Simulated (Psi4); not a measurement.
Psi4 input (wB97X-D/6-311+G**):

```
memory 1500 MB

molecule {
0 2
C     1.80553300   -0.47250000    0.61360600
C     0.96135600   -0.37191100   -0.60669700
B    -0.48138900    0.13923500   -0.17261600
O    -0.75676800    1.47252700   -0.24854600
O    -1.45927800   -0.68938100    0.31884500
H     2.26674500    0.41042100    1.03330300
H     1.83618000   -1.38129900    1.19896000
H     0.88576700   -1.34223900   -1.10822600
H     1.38516100    0.34424700   -1.31558300
H    -1.63477600    1.68890400    0.08690200
H    -1.20509900   -1.61491500    0.36387100
symmetry c1
no_reorient
no_com
}

set {
  basis 6-311+G**
  reference uks
  scf_type df
  df_basis_scf def2-universal-jkfit
  dft_radial_points 99
  dft_spherical_points 590
  e_convergence 1e-8
  d_convergence 1e-7
  maxiter 150
}

e = energy('wb97x-d')
print_out(f'\nFINAL {e:.10f} DIPOLE {variable("CURRENT DIPOLE")[0]:.6f} {variable("CURRENT DIPOLE")[1]:.6f} {variable("CURRENT DIPOLE")[2]:.6f}\n')
```

From the output:

```
      95A      1.822663    96A      1.910078    97A      1.931913
      98A      1.961177    99A      1.985805   100A      2.096652
     101A      2.109814   102A      2.142021   103A      2.178977
     104A      2.255993   105A      2.290156   106A      2.311148
     107A      2.362277   108A      2.462600   109A      2.556992
     110A      2.563517   111A      2.581855   112A      2.640830
     113A      2.651108   114A      2.663594   115A      2.740288
     116A      2.791661   117A      2.816103   118A      2.929034
     119A      2.937042   120A      2.983290   121A      3.089444
     122A      3.127876   123A      3.257443   124A      3.266732
     125A      3.295138   126A      3.323100   127A      3.502591
     128A      3.570669   129A      3.667386   130A      3.782937
     131A      3.861412   132A      3.898117   133A      4.002307
     134A      4.041339   135A      4.266846   136A      5.063171
     137A      5.085025   138A      5.305468   139A      5.454044
     140A      5.652208   141A      5.744718   142A     14.804206
     143A     24.017744   144A     24.078214   145A     50.005763
     146A     50.031396

    Final Occupation by Irrep:
              A
    DOCC [    19 ]
    SOCC [     1 ]
    NA   [    20 ]
    NB   [    19 ]

  @DF-UKS Final Energy:  -255.17368512677729

   => Energetics <=

    Nuclear Repulsion Energy =            162.4955008306275772
    One-Electron Energy =                -669.2287654687701206
    Two-Electron Energy =                 275.3039699000477754
    DFT Exchange-Correlation Energy =     -23.7405885637179921
    Empirical Dispersion Energy =          -0.0038018249645108
    VV10 Nonlocal Energy =                  0.0000000000000000
    Total Energy =                       -255.1736851267772863

  UHF NO Occupations:
  HONO-2 :   18  A 1.9992968
  HONO-1 :   19  A 1.9988462
  HONO-0 :   20  A 1.0000000
  LUNO+0 :   21  A 0.0011538
  LUNO+1 :   22  A 0.0007032
  LUNO+2 :   23  A 0.0003039
  LUNO+3 :   24  A 0.0002590

Computation Completed

Properties will be evaluated at   0.000000,   0.000000,   0.000000 [a0]

Properties computed using the SCF density matrix

 Multipole Moments:

 ------------------------------------------------------------------------------------
     Multipole            Electronic (a.u.)      Nuclear  (a.u.)        Total (a.u.)
 ------------------------------------------------------------------------------------

 L = 1.  Multiply by 2.5417464519 to convert [e a0] to [Debye]
 Dipole X            :         -0.1980614           -0.0000019           -0.1980633
 Dipole Y            :         -0.5417301           -0.0000076           -0.5417376
 Dipole Z            :          0.0762171           -0.0000132            0.0762038
 Magnitude           :                                                    0.5818211

 ------------------------------------------------------------------------------------

FINAL -255.1736851268 DIPOLE -0.198063 -0.541738 0.076204

*** Psi4 exiting successfully. Buy a developer a beer!
```

The geometry given is a B3LYP-D3(BJ)/def2-TZVP minimum.
